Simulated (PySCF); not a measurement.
## Deuteron quadrupole couplings in `C/C=P\CC(C)C`

Species: C₆H₁₃P.
Structure used (GFN2-xTB), in Å, numbered top down from 1:
```xyz
20
C6H13P angstrom
C      3.025    0.471    0.417
C      2.662   -0.724   -0.401
P      1.147   -1.199   -0.929
C      0.070    0.170   -0.250
C     -1.420   -0.093   -0.474
C     -2.233    1.139   -0.082
C     -1.869   -1.310    0.327
H      4.104    0.560    0.513
H      2.638    1.387   -0.031
H      2.597    0.399    1.419
H      3.478   -1.377   -0.681
H      0.361    1.101   -0.747
H      0.267    0.283    0.820
H     -1.583   -0.297   -1.538
H     -3.296    0.959   -0.229
H     -1.946    2.000   -0.682
H     -2.069    1.383    0.966
H     -1.269   -2.178    0.059
H     -2.914   -1.538    0.126
H     -1.754   -1.126    1.394
```

Level: PBE0/pcSseg-1 (PySCF, non-relativistic); Q(2H) = 0.00286 b; rigid geometry, the same for H and D, with no vibrational averaging.

**Question.** Rank these positions by the coupling χzz of a deuteron there, largest first.
A. H20 (methyl hydrogen)
B. H14 (methine hydrogen)
C. H12 (methylene hydrogen)
D. H11 (hydrogen on carbon)

**Answer.** D (221 kHz), A (211 kHz), C (204 kHz), B (197 kHz).

**Question.** Tabulate Vzz, the asymmetry η and χzz = 234.96 MHz × Q × Vzz for every hydrogen position.

**Answer.** 
| atom | bonded to | bond length (Å) | Vzz (au) | η | χzz (kHz) |
| --- | --- | --- | --- | --- | --- |
| H8 | C1 | 1.087 | 0.3148 | 0.03 | 212 |
| H9 | C1 | 1.091 | 0.3089 | 0.03 | 208 |
| H10 | C1 | 1.092 | 0.3081 | 0.02 | 207 |
| H11 | C2 | 1.082 | 0.3284 | 0.07 | 221 |
| H12 | C4 | 1.095 | 0.3040 | 0.03 | 204 |
| H13 | C4 | 1.094 | 0.3055 | 0.03 | 205 |
| H14 | C5 | 1.096 | 0.2935 | 0.01 | 197 |
| H15 | C6 | 1.088 | 0.3162 | 0.02 | 212 |
| H16 | C6 | 1.088 | 0.3155 | 0.02 | 212 |
| H17 | C6 | 1.089 | 0.3136 | 0.02 | 211 |
| H18 | C7 | 1.089 | 0.3088 | 0.03 | 207 |
| H19 | C7 | 1.088 | 0.3167 | 0.02 | 213 |
| H20 | C7 | 1.089 | 0.3138 | 0.02 | 211 |

**Question.** How does χzz go with the bond length over the 13 C–H bonds?

**Answer.** A straight-line fit has a slope of -14.1 kHz for each 0.01 Å, with a correlation coefficient of -0.96, over lengths from 1.082 to 1.096 Å. The longer bonds have the smaller couplings here.

One conformer (not necessarily the lowest) at the GFN2-xTB geometry, without solvent, vibrations or thermal averaging. GFN2-xTB bond lengths can be off by several hundredths of an ångström, more for odd bonds, and the gradients follow them. These gradients aren't converged with respect to the basis.
